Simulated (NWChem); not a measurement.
System: C2H4OSe; SMILES O=CC[SeH]

Here is an NWChem input.

```
start job
memory heap 200 mb stack 900 mb global 1100 mb
geometry units angstroms noautosym nocenter noautoz
  O      0.571060     2.538582    -0.088880
  C      0.090576     1.553332     0.431302
  C     -0.979118     0.691251    -0.199925
  Se    -0.215695    -1.100308    -0.583044
  H      0.439532     1.186309     1.445961
  H     -1.861521     0.565512     0.458305
  H     -1.285297     1.118391    -1.173786
  H     -0.269616    -1.551269     0.832970
end
basis spherical
  * library 6-31g*
end
dft
  xc b3lyp
  iterations 150
end
property
  response 1 0.0773
end
task dft property
```

Parts of the log:

```
             Northwest Computational Chemistry Package (NWChem) 7.3.0
             --------------------------------------------------------

                             Geometry "geometry" -> ""
                             -------------------------

 Output coordinates in angstroms (scale by  1.889725989 to convert to a.u.)

  No.       Tag          Charge          X              Y              Z
 ---- ---------------- ---------- -------------- -------------- --------------
    1 O                    8.0000     0.57106000     2.53858200    -0.08888000
    2 C                    6.0000     0.09057600     1.55333200     0.43130200
    3 C                    6.0000    -0.97911800     0.69125100    -0.19992500
    4 Se                  34.0000    -0.21569500    -1.10030800    -0.58304400
    5 H                    1.0000     0.43953200     1.18630900     1.44596100
    6 H                    1.0000    -1.86152100     0.56551200     0.45830500
    7 H                    1.0000    -1.28529700     1.11839100    -1.17378600
    8 H                    1.0000    -0.26961600    -1.55126900     0.83297000

 Effective nuclear repulsion energy (a.u.)     228.8821059607

                              NWChem Property Module
                              ----------------------

                                 NWChem DFT Module
                                 -----------------

 Summary of "ao basis" -> "ao basis" (spherical)
 ------------------------------------------------------------------------------
       Tag                 Description            Shells   Functions and Types
 ---------------- ------------------------------  ------  ---------------------
 O                           6-31g*                  6       14   3s2p1d
 C                           6-31g*                  6       14   3s2p1d
 Se                          6-31g*                 12       32   5s4p3d
 H                           6-31g*                  2        2   2s

            General Information
            -------------------
          SCF calculation type: DFT
          Wavefunction type:  closed shell.
          No. of atoms     :     8
          No. of electrons :    58
           Alpha electrons :    29
            Beta electrons :    29
          Charge           :     0
          Spin multiplicity:     1
          Use of symmetry is: off; symmetry adaption is: off
          Maximum number of iterations: 150
          AO basis - number of functions:    82
                     number of shells:    38
          Convergence on energy requested:  1.00D-06
          Convergence on density requested:  1.00D-05
          Convergence on gradient requested:  5.00D-04

              XC Information
              --------------
                         B3LYP Method XC Potential
                     Hartree-Fock (Exact) Exchange  0.200
                        Slater Exchange Functional  0.800 local
                    Becke 1988 Exchange Functional  0.720 non-local
              Lee-Yang-Parr Correlation Functional  0.810
                  VWN I RPA Correlation Functional  0.190 local

             Grid Information
             ----------------
          Grid used for XC integration:  medium
          Radial quadrature: Mura-Knowles
          Angular quadrature: Lebedev.
          Tag              B.-S. Rad. Rad. Pts. Rad. Cut. Ang. Pts.
          ---              ---------- --------- --------- ---------
          O                   0.60       49          11.0       434
          C                   0.70       49          10.0       434
          Se                  1.15      112           9.0       590
          H                   0.35       45          10.0       434
          Grid pruning is: on
          Number of quadrature shells:   439
          Spatial weights used:  Erf1

      Superposition of Atomic Density Guess
      -------------------------------------

 Sum of atomic energies:       -2551.57313395

      Non-variational initial energy
      ------------------------------

 Total energy =   -2553.158339
 1-e energy   =   -4004.310332
 2-e energy   =    1222.269887
 HOMO         =      -0.261689
 LUMO         =      -0.025120

   convergence    iter        energy       DeltaE   RMS-Dens  Diis-err
 ---------------- ----- ----------------- --------- --------- ---------
 d= 0,ls=0.0,diis     1  -2554.9733731628 -2.78D+03  2.50D-02  1.04D+00
 d= 0,ls=0.0,diis     2  -2554.5620218755  4.11D-01  1.82D-02  5.22D+00
 d= 0,ls=0.0,diis     3  -2555.1011599448 -5.39D-01  2.35D-03  3.61D-02
 d= 0,ls=0.0,diis     4  -2555.1033287148 -2.17D-03  1.31D-03  1.25D-02
 d= 0,ls=0.0,diis     5  -2555.1047172630 -1.39D-03  3.20D-04  7.69D-04
  Resetting Diis
 d= 0,ls=0.0,diis     6  -2555.1048261660 -1.09D-04  6.16D-05  3.72D-05
 d= 0,ls=0.0,diis     7  -2555.1048307695 -4.60D-06  5.13D-05  3.14D-06
 d= 0,ls=0.0,diis     8  -2555.1048301200  6.50D-07  2.66D-05  9.90D-06
 d= 0,ls=0.0,diis     9  -2555.1048311570 -1.04D-06  5.03D-06  3.81D-07
 d= 0,ls=0.0,diis    10  -2555.1048311985 -4.15D-08  6.86D-07  5.08D-09

         Total DFT energy =    -2555.104831198480
      One electron energy =    -4006.472256470141
           Coulomb energy =     1330.533768507992
    Exchange-Corr. energy =     -108.048449197032
 Nuclear repulsion energy =      228.882105960701

 Numeric. integr. density =       57.999988692872

                       DFT Final Molecular Orbital Analysis
                       ------------------------------------

 Vector   27  Occ=2.000000D+00  E=-3.405397D-01
              MO Center= -2.0D-01, -9.6D-02, -4.1D-01, r^2= 3.9D+00
   Bfn.  Coefficient  Atom+Function         Bfn.  Coefficient  Atom+Function
  ----- ------------  ---------------      ----- ------------  ---------------
    55      0.362241  4 Se pz                54      0.330177  4 Se py
    52      0.242376  4 Se s                 32     -0.196870  3 C  py
     5      0.181018  1 O  pz                56     -0.174274  4 Se s
     3     -0.171043  1 O  px                53     -0.170770  4 Se px
    31      0.164063  3 C  px                51     -0.159827  4 Se pz

 Vector   28  Occ=2.000000D+00  E=-2.710518D-01
              MO Center=  2.5D-01,  1.5D+00, -8.6D-03, r^2= 3.4D+00
   Bfn.  Coefficient  Atom+Function         Bfn.  Coefficient  Atom+Function
  ----- ------------  ---------------      ----- ------------  ---------------
     5      0.431381  1 O  pz                53      0.336745  4 Se px
     9      0.302914  1 O  pz                 3      0.294650  1 O  px
    34      0.259231  3 C  s                 76     -0.250025  5 H  s
     7      0.205506  1 O  px                75     -0.163980  5 H  s
    57      0.153229  4 Se px                49     -0.144473  4 Se px

 Vector   29  Occ=2.000000D+00  E=-2.430467D-01
              MO Center= -1.3D-01, -4.5D-01, -4.0D-01, r^2= 3.5D+00
   Bfn.  Coefficient  Atom+Function         Bfn.  Coefficient  Atom+Function
  ----- ------------  ---------------      ----- ------------  ---------------
    53      0.605891  4 Se px                57      0.312382  4 Se px
    54      0.271221  4 Se py                49     -0.258787  4 Se px
     3     -0.197635  1 O  px                 5     -0.148244  1 O  pz
     7     -0.147009  1 O  px                58      0.147041  4 Se py
    31     -0.127315  3 C  px                76      0.125617  5 H  s

 Vector   30  Occ=0.000000D+00  E=-4.789006D-02
              MO Center=  1.0D-02,  8.2D-01, -3.2D-02, r^2= 4.1D+00
   Bfn.  Coefficient  Atom+Function         Bfn.  Coefficient  Atom+Function
  ----- ------------  ---------------      ----- ------------  ---------------
    58      0.428845  4 Se py                54      0.398479  4 Se py
    17     -0.295136  2 C  px                 3      0.271786  1 O  px
    21     -0.273071  2 C  px                 7      0.268818  1 O  px
    22      0.265406  2 C  py                34     -0.239113  3 C  s
    18      0.233175  2 C  py                36      0.225033  3 C  py

 Vector   31  Occ=0.000000D+00  E= 5.064820D-04
              MO Center= -2.8D-01, -3.5D-01, -2.1D-01, r^2= 4.4D+00
   Bfn.  Coefficient  Atom+Function         Bfn.  Coefficient  Atom+Function
  ----- ------------  ---------------      ----- ------------  ---------------
    82      0.809769  8 H  s                 34     -0.733353  3 C  s
    58      0.529787  4 Se py                78      0.446178  6 H  s
    59     -0.436583  4 Se pz                55     -0.371085  4 Se pz
    52      0.264590  4 Se s                 36      0.262461  3 C  py
    54      0.241868  4 Se py                57     -0.190226  4 Se px

 Vector   32  Occ=0.000000D+00  E= 3.439145D-02
              MO Center= -2.7D-01, -7.2D-01, -1.4D-01, r^2= 3.9D+00
   Bfn.  Coefficient  Atom+Function         Bfn.  Coefficient  Atom+Function
  ----- ------------  ---------------      ----- ------------  ---------------
    82      1.036427  8 H  s                 59     -0.728036  4 Se pz
    56     -0.691808  4 Se s                 34      0.568853  3 C  s
    36     -0.530819  3 C  py                52      0.494315  4 Se s
    58     -0.444355  4 Se py                55     -0.405061  4 Se pz
    57      0.297863  4 Se px                32     -0.271337  3 C  py

     Multipole analysis of the density
     ---------------------------------

[...]

 DFT Linear Response polarizability / au
 Frequency  =       0.0773000 / au
 Wavelength =     589.4353558 / nm
              X              Y              Z
 -----------------------------------------------
 X      37.4925589      3.0175294      1.3394263
 Y       3.0175281     62.9368200      0.9398169
 Z       1.3394276      0.9398233     42.3735367
 -----------------------------------------------
 Eigenvalues =      36.8665755     63.3464896     42.5898504
 Isotropic   =      47.6009719
 Anisotropic =      24.1327557
 -----------------------------------------------

 Magnetic Dipole Response Matrix (nonzero elements):
```

Level: B3LYP/6-31G* (spherical d). All runs use the structure optimised with PBE-D3(BJ)/def2-SVP.
